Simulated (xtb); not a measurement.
tert-butylthiol (C$_{4}$H$_{10}$S), singlet, at a GFN2-xTB geometry; GFN1-xTB in xtb.

xtb was given this input:
```
$ xtb mol.xyz --gfn 1 --acc 30 --json

# file mol.xyz
15

C     -0.28728591     1.20823473    -1.11264235
C     -0.25309893    -0.04926139    -0.25443164
C      0.15383757    -1.26781817    -1.07205804
C     -1.59391997    -0.27688702     0.43190663
S      0.98570354     0.19379041     1.10925437
H     -1.05113059     1.11037707    -1.88238910
H     -0.51895782     2.07888926    -0.50319583
H      0.67220764     1.37358002    -1.59965358
H      0.23356972    -2.14509353    -0.43396168
H     -0.59245319    -1.46420702    -1.84018979
H      1.11415571    -1.10710133    -1.55899341
H     -1.54863534    -1.15449171     1.07316198
H     -1.85805211     0.58228339     1.04469498
H     -2.37350079    -0.42797162    -0.31227422
H      2.03434358     0.36748006     0.30808310
```

It wrote (shortened):

```
   ID    Z sym.   atoms
    1    6 C      1-4
    2   16 S      5
    3    1 H      6-15

           -------------------------------------------------
          |                Calculation Setup                |
           -------------------------------------------------

           -------------------------------------------------
          |                 G F N 1 - x T B                 |
           -------------------------------------------------

          ...................................................
          :                      SETUP                      :
          :.................................................:
          :  # basis functions                  46          :
          :  # atomic orbitals                  45          :
          :  # shells                           31          :
          :  # electrons                        32          :
          :  # halogen bonds                     0          :
          :  max. iterations                   250          :
          :  Hamiltonian                  GFN1-xTB          :
          :  restarted?                      false          :
          :  GBSA solvation                  false          :
          :  PC potential                    false          :
          :  electronic temp.          300.0000000     K    :
          :  accuracy                   30.0000000          :
          :  -> integral cutoff          0.2000000E+02      :
          :  -> integral neglect         0.3000000E-06      :
          :  -> SCF convergence          0.3000000E-04 Eh   :
          :  -> wf. convergence          0.6000000E-03 e    :
          :  Broyden damping             0.4000000          :
          :  net charge                          0          :
          :  unpaired electrons                  0          :
          ...................................................

 iter      E             dE          RMSdq      gap      omega  full diag
   1    -17.7334279 -0.177334E+02  0.722E+00    6.10       0.0  T
   2    -17.7610908 -0.276629E-01  0.443E+00    5.85       1.0  T
   3    -17.7604917  0.599156E-03  0.678E-01    6.06       1.0  T
   4    -17.7627719 -0.228026E-02  0.166E-01    5.95       1.0  T
   5    -17.7628695 -0.976076E-04  0.992E-03    5.94       2.6  T
   6    -17.7628700 -0.479867E-06  0.275E-03    5.94       9.4  T
   7    -17.7628701 -0.407265E-07  0.271E-04    5.94      95.4  T

   *** convergence criteria satisfied after 7 iterations ***

         :::::::::::::::::::::::::::::::::::::::::::::::::::::
         ::                     SUMMARY                     ::
         :::::::::::::::::::::::::::::::::::::::::::::::::::::
         :: total energy             -17.563017107935 Eh    ::
         :: gradient norm              0.020907725746 Eh/a0 ::
         :: HOMO-LUMO gap              5.940259696832 eV    ::
         ::.................................................::
         :: SCC energy               -17.762870051990 Eh    ::
         :: -> electrostatic           0.005706429058 Eh    ::
         :: repulsion energy           0.205833498444 Eh    ::
         :: dispersion energy         -0.005980554389 Eh    ::
         :: halogen bond corr.         0.000000000000 Eh    ::
         :: add. restraining           0.000000000000 Eh    ::
         :: total charge              -0.000000000000 e     ::
         :::::::::::::::::::::::::::::::::::::::::::::::::::::

           -------------------------------------------------
          |                Property Printout                |
           -------------------------------------------------

    * Orbital Energies and Occupations

         #    Occupation            Energy/Eh            Energy/eV
      -------------------------------------------------------------
         1        2.0000           -0.8465061             -23.0346
       ...           ...                  ...                  ...
         4        2.0000           -0.6339616             -17.2510
         5        2.0000           -0.5847913             -15.9130
         6        2.0000           -0.5552326             -15.1086
         7        2.0000           -0.5459549             -14.8562
         8        2.0000           -0.5427635             -14.7693
         9        2.0000           -0.5191108             -14.1257
        10        2.0000           -0.5145334             -14.0012
        11        2.0000           -0.4994747             -13.5914
        12        2.0000           -0.4978734             -13.5478
        13        2.0000           -0.4782782             -13.0146
        14        2.0000           -0.4749466             -12.9240
        15        2.0000           -0.4520822             -12.3018
        16        2.0000           -0.3927128             -10.6863 (HOMO)
        17                         -0.1744123              -4.7460 (LUMO)
        18                         -0.1317385              -3.5848
        19                         -0.1234373              -3.3589
        20                         -0.1213820              -3.3030
        21                         -0.1194749              -3.2511
        22                         -0.0797567              -2.1703
        23                         -0.0663489              -1.8054
        24                         -0.0630143              -1.7147
        25                         -0.0590025              -1.6055
        26                         -0.0478805              -1.3029
        27                         -0.0369884              -1.0065
       ...                                ...                  ...
        45                          0.4942629              13.4496
      -------------------------------------------------------------
                  HL-Gap            0.2183005 Eh            5.9403 eV
             Fermi-level           -0.2835625 Eh           -7.7161 eV

  Mulliken/CM5 charges         n(s)   n(p)   n(d)
     1C    -0.10081 -0.24758   1.016  3.085  0.000
     2C     0.09158  0.06915   1.093  2.815  0.000
     3C    -0.10081 -0.24758   1.016  3.085  0.000
     4C    -0.09490 -0.24119   1.012  3.083  0.000
     5S    -0.20154 -0.29026   1.922  4.288 -0.008
     6H     0.03133  0.08437   0.969  0.000  0.000
     7H     0.03243  0.08616   0.968  0.000  0.000
     8H     0.02846  0.08182   0.972  0.000  0.000
     9H     0.03243  0.08616   0.968  0.000  0.000
    10H     0.03133  0.08437   0.969  0.000  0.000
    11H     0.02846  0.08182   0.972  0.000  0.000
    12H     0.03567  0.08951   0.964  0.000  0.000
    13H     0.03567  0.08951   0.964  0.000  0.000
    14H     0.02982  0.08292   0.970  0.000  0.000
    15H     0.12089  0.19082   0.879  0.000  0.000

Wiberg/Mayer (AO) data.
largest (>0.10) Wiberg bond orders for each atom

 ---------------------------------------------------------------------------
     #   Z sym  total        # sym  WBO       # sym  WBO       # sym  WBO
 ---------------------------------------------------------------------------
     1   6 C    3.996 --     2 C    1.010     7 H    0.985     8 H    0.985
                             6 H    0.981
     2   6 C    3.973 --     4 C    1.010     1 C    1.010     3 C    1.010
                             5 S    0.949
     3   6 C    3.996 --     2 C    1.010     9 H    0.985    11 H    0.985
                            10 H    0.981
     4   6 C    3.996 --     2 C    1.010    12 H    0.985    13 H    0.985
                            14 H    0.983
     5  16 S    2.028 --    15 H    0.978     2 C    0.949
     6   1 H    1.004 --     1 C    0.981
     7   1 H    1.014 --     1 C    0.985
     8   1 H    1.009 --     1 C    0.985
     9   1 H    1.014 --     3 C    0.985
    10   1 H    1.004 --     3 C    0.981
    11   1 H    1.009 --     3 C    0.985
    12   1 H    1.006 --     4 C    0.985
    13   1 H    1.006 --     4 C    0.985
    14   1 H    1.004 --     4 C    0.983
    15   1 H    0.995 --     5 S    0.978
 ---------------------------------------------------------------------------

Topologies differ in total number of bonds
Writing topology from bond orders to xtbtopo.mol

 dipole moment from electron density (au)
     X       Y       Z
  -0.0181  -0.0131  -0.6015  total (Debye):    1.530

           -------------------------------------------------
          | TOTAL ENERGY              -17.563017107935 Eh   |
          | GRADIENT NORM               0.020907725746 Eh/α |
          | HOMO-LUMO GAP               5.940259696832 eV   |
           -------------------------------------------------

normal termination of xtb
```
